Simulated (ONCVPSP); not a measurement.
# An all-electron radial function and its pseudo partner (F)

Columns: radius, all-electron u(r) and pseudo u(r) of the 2p shell (level -11.11 eV) of fluorine in the configuration [He] 2s2 2p5; PBE, scalar-relativistic, ONCV scheme, ONCVPSP 4.0.1.

```csv
r (bohr),all-electron,pseudo
0.100,0.1388,0.0469
0.200,0.3737,0.1769
0.300,0.5836,0.3622
0.400,0.7380,0.5652
0.500,0.8374,0.7491
0.600,0.8898,0.8864
0.700,0.9059,0.9639
0.800,0.8964,0.9838
0.900,0.8695,0.9579
1.000,0.8317,0.9034
1.100,0.7875,0.8362
1.200,0.7400,0.7680
1.300,0.6916,0.7048
1.400,0.6435,0.6485
1.500,0.5969,0.5982
1.600,0.5522,0.5524
1.700,0.5098,0.5098
1.800,0.4700,0.4699
1.900,0.4327,0.4327
2.000,0.3980,0.3980
2.100,0.3658,0.3658
2.200,0.3360,0.3360
2.300,0.3085,0.3085
2.400,0.2832,0.2832
2.500,0.2598,0.2598
2.600,0.2383,0.2383
```

(1) How many radial nodes do the two functions have?

(2) At about which radius was the pseudo-wave matched?

(3) Where does each function peak?

(4) Is the pseudo-wave norm-conserving?

Answers

(1) The all-electron 2p function has n − l − 1 = 0; the pseudo-wave has 0.

(2) 1.85 bohr. The columns agree to 0.0005 from 1.60 bohr on; several derivatives are matched, so the curves merge somewhat inside the radius.

(3) Outermost all-electron maximum near 0.70 bohr, pseudo maximum near 0.80 bohr (to the table’s step).

(4) Yes: the ONCV scheme keeps the norm inside the radius equal to the all-electron one, which fixes the energy derivative of the logarithmic derivative at the level.
